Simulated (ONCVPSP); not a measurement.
**Co (Z = 27), ONCV: configuration errors across variants**

Co (Z = 27), optimised norm-conserving Vanderbilt (ONCV), made with ONCVPSP 4.0.1 (PBEsol, scalar-relativistic). Core [Ne], reference 3s2 3p6 3d7 4s1.5 4p0.5. Waves: 3s+4s: rc 1.55 bohr, ncon 4, nbas 8, qcut 7.4 1/bohr, 2 projectors; 3p+4p: rc 1.25 bohr, ncon 3, nbas 7, qcut 8.9 1/bohr, 3 projectors, debl 0.5 Ha; 3d: rc 0.95 bohr, ncon 4, nbas 8, qcut 13.1 1/bohr, 2 projectors, debl 0.6 Ha. Local part: polynomial inside 0.60 bohr (lpopt 5, dvloc0 0 Ha). Core correction: Teter function, fcfact 5, rcfact 1.7.

All-electron excitation energies from the reference (eV): (1) 3s2 3p6 3d7 4s2 4p0 -2.156; (2) 3s2 3p6 3d7 4s1 4p0 6.889; (3) 3s2 3p6 3d7 4s0 4p0 23.587; (4) 3s1 3p6 3d7 4s2 4p0 108.084.

1 further variants failed, have other tests or too few solved ones, and are left out.

Errors AE − PS in meV (a dash: test not solved or not reliable):

```csv
change,(1),(2),(3),(4),bound ghosts,GHOST(+) flags above zero
base,+0.2,-0.4,-0.8,-288,none,s
"core correction Teter function, fcfact 1.75, rcfact 1.05",+0.3,-0.4,-0.5,-272,none,s
p: nbas 6,+0.2,-0.4,-0.8,-288,none,s
"core correction Teter function, fcfact 5, rcfact 2.06",+0.2,-0.4,-1.2,-291,none,s
d: rc 1.24,+0.2,-0.3,-0.2,-370,none,s
"local potential polynomial inside 0.85 bohr (lpopt 3, dvloc0 0 Ha)",-0.7,-2.4,-3.8,-294,none,p
```

Task: Give the same row for: s: qcut 8.7; p: qcut 10.5; d: qcut 15.4.

Result: +0.2, -0.4, -0.6, -245; bound ghosts: none; GHOST(+) flags above zero: s.
